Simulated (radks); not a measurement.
Problem. Valence configurations of Ru II (all share [Kr]). Method: Dirac Kohn-Sham, PBE, spin-unpolarised, spherical densities, point nucleus; open shells fill j = l - 1/2 first; computed with a radial shooting solver on a logarithmic mesh with Libxc functionals. Order these by energy: 4d5 5s1 5p1; 4d6 5s0.5 5p0.5; 4d6 5s1; 4d5.5 5s0.5 5p1; 4d7; 4d6 5p1; 4d4.5 5s0.5 5p2; 4d5 5s2; 4d5 5p2; 4d6.5 5s0.5.

Solution. From the lowest, in eV above it: 4d7 0.000; 4d6.5 5s0.5 1.126; 4d6 5s1 2.641; 4d6 5s0.5 5p0.5 4.951; 4d5 5s2 6.946; 4d6 5p1 7.291; 4d5.5 5s0.5 5p1 9.425; 4d5 5s1 5p1 12.002; 4d5 5p2 17.162; 4d4.5 5s0.5 5p2 20.409. NIST lists [Kr] 4d7 as the ground configuration; this level of theory agrees among the configurations tried. The energies are those of spherical spin-averaged densities, not of single terms.
